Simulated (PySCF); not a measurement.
Calculation: PySCF 2.14.0 with PBE-D3(BJ)/def2-TZVP // B3LYP-D3(BJ)/def2-TZVP. Gas-phase values, no solvent. Excitations are Tamm–Dancoff values on a coarser integration grid. The basis has no diffuse functions, so Rydberg states are missing or too high.

Reference species (SMILES): `CB(N)N` (neutral, multiplicity 1).

```json
{
  "HOMO–LUMO gap": "5.45 eV",
  "dipole_moment": "1.14 D",
  "T1 excitation (TDA)": "5.32 eV",
  "S1 oscillator strength": "0.000"
}
```

Changed species: `CB(C)N` (1 of 3 CH3 replaced by NH2; the reference has 2 of 3 CH3 replaced by NH2).

Question: Predict the effect on the HOMO–LUMO gap, dipole moment, T1 excitation (TDA) and S1 oscillator strength.

Answer: the HOMO–LUMO gap increases by 1.33 eV, to 6.78 eV; the dipole moment rises by 0.18 D, to 1.32 D; the T1 excitation (TDA) goes up by 0.90 eV, to 6.22 eV; the S1 oscillator strength rises by 0.013, to 0.013.
